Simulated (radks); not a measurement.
Values are calculated unless marked as measured or tabulated.
Orbital eigenvalues (eV) of the silicon ion Si9+, [He] 2s2 2p1, at several levels of relativity; Dirac values are averaged over j with weights 2j + 1. Spin-unpolarised spherical Kohn-Sham, PBE, point nucleus unless stated (finite: rms radius 3.1224 fm), a radial shooting solver on a logarithmic mesh with Libxc functionals. A level marked "c x" has the speed of light scaled by that factor and shares open shells by 2j + 1; other Dirac levels either fill j = l - 1/2 first or share by 2j + 1.

shell       non-rel.  Dirac, 2j+1 shares  Dirac, low j first  Dirac, 2j+1 shares, finite nucleus  change of magnitude, last against first (%)
1s           -2135.5             -2140.6             -2140.5                             -2140.6                                        +0.24
2s           -404.68             -405.87             -405.82                             -405.87                                        +0.29
2p           -373.36             -373.66             -373.60                             -373.66                                        +0.08
3s (empty)   -156.62             -156.97             -156.95                             -156.97                                        +0.22
3p (empty)   -147.33             -147.44             -147.43                             -147.44                                        +0.08
